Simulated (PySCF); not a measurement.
# ¹⁹F chemical shifts

PySCF 2.14 calculation with σ from GIAO-PBE0/pcSseg-1 and geometry from GFN2-xTB; gas phase, averaged over atoms made equivalent by symmetry, fast rotation or ring inversion, relativity neglected, single conformer.

Shieldings were converted by a linear fit to measured shifts: ¹⁹F: δ = 146.13 − 0.903σ +14.6 on sp3 carbon (rms 6.0 ppm, 223 shifts, 7.0 ppm with the 5 outliers that the fit left out vs CFCl3, solution or neat liquid). Occasional misses reach two or three times the rms, and more in compound classes unlike the fitted ones.

Q: Give the ¹⁹F shifts of `O=C(F)C(F)F`, `Cc1cc(C(F)(F)F)cnn1`, `FC(F)[C@@H]1CC[SiH2][SiH2]1`, `FC(F)[C@@H]1CC[SiH2][SiH2]1`.

A: 
```tsv
compound	environment	δ (ppm)
[O:1]=[C:2]([F:3])[CH:4]([F:5])[F:6]	F3: fluorine bonded to C	22.6
[O:1]=[C:2]([F:3])[CH:4]([F:5])[F:6]	F5/6: fluorine of a CF2 group (×2)	-127.5
Cc1cc(C(F)(F)F)cnn1	fluorine of a CF3 group (×3)	-64.8
[F:1][CH:2]([F:3])[C@@H:4]1[CH2:5][CH2:6][SiH2:7][SiH2:8]1	F3: fluorine of a CF2 group	-103.8
[F:1][CH:2]([F:3])[C@@H:4]1[CH2:5][CH2:6][SiH2:7][SiH2:8]1	F1: fluorine of a CF2 group	-119.5
[F:1][CH:2]([F:3])[C@@H:4]1[CH2:5][CH2:6][SiH2:7][SiH2:8]1	F3: fluorine of a CF2 group	-103.8
[F:1][CH:2]([F:3])[C@@H:4]1[CH2:5][CH2:6][SiH2:7][SiH2:8]1	F1: fluorine of a CF2 group	-119.5
```

Q: Match the shifts -56.0, -65.7, -121.5 ppm to `Cc1ccc(C(F)(F)F)nn1`, `FC(F)(F)p1[pH][pH]1`, `C[SiH2]/C(=C\[SiH3])C(F)F`.

A: -56.0: FC(F)(F)p1[pH][pH]1 (fluorine of a CF3 group); -65.7: Cc1ccc(C(F)(F)F)nn1 (fluorine of a CF3 group); -121.5: C[SiH2]/C(=C\[SiH3])C(F)F (fluorine of a CF2 group).
